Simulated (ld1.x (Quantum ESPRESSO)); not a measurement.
# Nb: one change to a TM semilocal potential, before and after

niobium (Nb), norm-conserving Troullier–Martins (semilocal form), made with ld1.x (Quantum ESPRESSO) 7.5 (PBE, scalar-relativistic). Core [Kr], reference 4d3 5s0 5p0 (charge +2). Waves: 5p (bound, empty): rc 3.55 bohr; 4d (bound): rc 2.05 bohr; 5s (bound, empty): rc 2.05 bohr. Local part: the s channel. Core correction: none.

Change: core correction a·sin(br)/r model core inside 1.36 bohr.

Cutoffs: the cutoffs (Ry, on a coarse ladder) from which the occupation-weighted sum of valence levels, in a spherical-Bessel basis at the reference potential, stays within 10 and 1 mRy of its value at 400 Ry; they do not see the model core or the augmentation charge, which bear on the density cutoff. Errors are all-electron minus pseudo energies relative to the spin-unpolarised reference configuration.

Q: How do hardness, ghosts and transferability respond?

A: The potential gets neither clearly harder nor softer (35 Ry and 40 Ry → 35 Ry and 40 Ry); of the 7 tests that both files solve, the error grows in 4 and shrinks in 3 by more than 15 % and 0.3 meV (median size 139.4 → 84.1 meV); neither file shows a bound ghost at the reference potential, the only one tested. A semilocal file is local in each channel, so a ghost entry of none says nothing of the separable form that plane-wave codes build from it. A model core, the more so a compact one, raises the density cutoff, which this test does not measure.

```tsv
quantity	base	changed
cutoff, loose	35 Ry	35 Ry
cutoff, tight	40 Ry	40 Ry
bound ghosts	none	none
error for 4d4 5s1 5p0, meV [ΔE -20.68 eV]	+244	-18
error for 4d4 5s0 5p0, meV [ΔE -14.04 eV]	+25	-84
error for 4d2 5s0 5p0, meV [ΔE 24.72 eV]	+28	-194
error for 4d4.5 5s0.5 5p0, meV [ΔE -20.12 eV]	+175	-82
error for 4d5 5s0 5p0, meV [ΔE -19.41 eV]	+100	-162
error for 4d3 5s1 5p0, meV [ΔE -13.66 eV]	+139	+2.8
error for 4d1 5s0 5p0, meV [ΔE 61.63 eV]	+258	-995
s: phases at 3.83 bohr within 0.05 rad from the reference energy up to (Ry; the scan ends near 5)	-0.7	-0.7
p: phases at 3.83 bohr within 0.05 rad from the reference energy up to (Ry; the scan ends near 5)	0.7	0.7
d: phases at 3.83 bohr within 0.05 rad from the reference energy up to (Ry; the scan ends near 5)	2.9	2.9
```

Changed file: These tests converged, but a pseudo level misses the all-electron one widely, so the file describes the atom poorly there or has found another state: 4d1 5s0 5p0: empty 5s by 4.2 eV (a node warning on the way).
